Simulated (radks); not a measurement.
Q: Species: Mn3+. Configuration: [Ar] 3d3 4p1 (not the ground configuration). All-electron calculation, non-relativistic Kohn-Sham, TPSS, spin-polarised, spherical densities, point nucleus; open shells are filled with parallel spins first; meta-GGA in the generalised Kohn-Sham scheme. Program: a radial shooting solver on a logarithmic mesh with Libxc functionals. Some entries of the table are withheld. Estimate them.

| orbital | occ. | eigenvalue (eV) | <r> (bohr) |
|---|---|---|---|
| 1s up | 1 | -6434.318 | 0.06153 |
| 1s down | 1 | -6434.266 | 0.06153 |
| 2s up | 1 | -784.4814 | 0.2822 |
| 2s down | 1 | -782.8423 | 0.2818 |
| 2p up | 3 | -677.8247 | 0.2485 |
| 2p down | 3 | -676.4851 | 0.2480 |
| 3s up | 1 | -131.9425 | 0.8406 |
| 3s down | 1 | -127.8355 | 0.8431 |
| 3p up | 3 | (1) | 0.8746 |
| 3p down | 3 | (2) | 0.8788 |
| 3d up | 3 | -51.2278 | 0.9734 |
| 3d down | 0 | -47.1123 | 0.9898 |
| 4p up | 1 | -26.7557 | 2.537 |

A: 
(1) 3p up eigenvalue (eV): -100.9849
(2) 3p down eigenvalue (eV): -96.8478
